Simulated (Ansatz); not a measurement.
Geometry optimisation, RKS PBE-D4/cc-pVDZ (Ansatz).

Input:

```yaml
crystal:
  periodic: [false, false, false]
  atoms:
    - { symbol: B, position_ang: [0.0, 0.0, 0.0] }
    - { symbol: O, position_ang: [0.0, 0.0, 1.76] }
    - { symbol: H, position_ang: [-0.9095, -0.2814, 2.0971] }
    - { symbol: Cl, position_ang: [1.6108, 0.0, -0.93] }
    - { symbol: Cl, position_ang: [-1.6108, 0.0, -0.93] }
    - { symbol: O, position_ang: [0.3647, 1.5813, 0.5392] }
    - { symbol: Si, position_ang: [1.56, 1.9672, 1.6549] }
    - { symbol: H, position_ang: [2.286, 0.7572, 2.0295] }
    - { symbol: H, position_ang: [2.4875, 2.9269, 1.0631] }
    - { symbol: H, position_ang: [0.9466, 2.5534, 2.8431] }
    - { symbol: H, position_ang: [0.2407, 1.0435, 1.5173] }
basis:
  gaussian: { orbitals: cc-pVDZ }
hamiltonian:
  xc: pbe
  dispersion: d4
relax:
  f_tol: 0.15
  max_steps: 25
  restrain:
    - { distance: [0, 5], at: 1.41, k: 30.0 }
    - { distance: [10, 1], at: 1.01, k: 30.0 }
    - { distance: [0, 1], at: 2.61, k: 30.0 }
    - { distance: [10, 5], at: 2.21, k: 30.0 }
output:
  orbitals: {}
```

Run as:

```bash
$ ansatz run input.yaml --threads 4 --pin off --max-ram 5120MiB --backend cpu --events-out ev --progress --plain --runs-dir out
```

Question: Where does it end, and by what steps?

Answer: The forces met the threshold. The restraints hold the end off the free minimum. After 10 steps the energy has fallen by 4.206 eV (the restraints' own energy left out); H11 moved furthest, 1.16 Å. Parted: Si7–H11 (1.62 → 3.01 Å).

```tsv
step	energy less start (eV)	largest force component (eV/Å)	accepted
0	0.0000	6.786	yes
1	-1.2541	3.980	yes
2	-2.0376	3.917	yes
3	-2.8997	2.440	yes
4	-3.6636	1.760	yes
5	-3.9658	1.205	yes
6	-4.0879	0.939	yes
7	-4.1705	0.709	yes
8	-4.1724	1.265	no
9	-4.1907	0.718	yes
10	-4.2056	0.700	yes
```

```xyz
11
Properties=species:S:1:pos:R:3
B 0.229 0.570 -0.195
O -0.332 -0.371 2.172
H -1.116 -0.889 1.896
Cl 1.551 -0.508 -0.698
Cl -1.397 0.301 -0.879
O 0.432 1.727 0.533
Si 1.811 2.178 1.485
H 2.697 0.999 1.760
H 2.543 3.262 0.743
H 1.215 2.718 2.758
H -0.658 0.561 2.070
```

Time of the run: 18 s on 4 threads of Arm Neoverse V2 (shared host), peak memory 0.2 GiB.
